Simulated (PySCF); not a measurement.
# Rh⁺: ionisation energy

Rh⁺ [Kr] 4d8 (3F) → Rh²⁺ [Kr] 4d7 (4F), as a difference of total energies. Calculation: PySCF 2.14, in x2c-SVPall; scalar relativity by spin-free X2C-1e. Correlated levels: valence: [Kr] frozen. The calculations carry no spin-orbit coupling.

```json
{"method": "UHF", "ionisation energy (eV)": "16.187"}
{"method": "LDA", "ionisation energy (eV)": "18.902"}
{"method": "M06-2X", "ionisation energy (eV)": "18.334"}
{"method": "MP2 (valence)", "ionisation energy (eV)": "17.445"}
{"method": "SCS-MP2 (valence)", "ionisation energy (eV)": "17.452"}
```

Q: How much does correlation contribute at MP2 (valence)?

A: 17.445 − (16.187) = 1.258 eV, measured against UHF.

The reference lies between the lowest fine-structure levels, while these numbers refer to the centres of the terms.

Errors of the correlated levels include the incompleteness of this basis and the frozen core.

For comparison: 18.08 eV (semi-empirical (NIST evaluation); NIST Atomic Spectra Database, ionization energies).
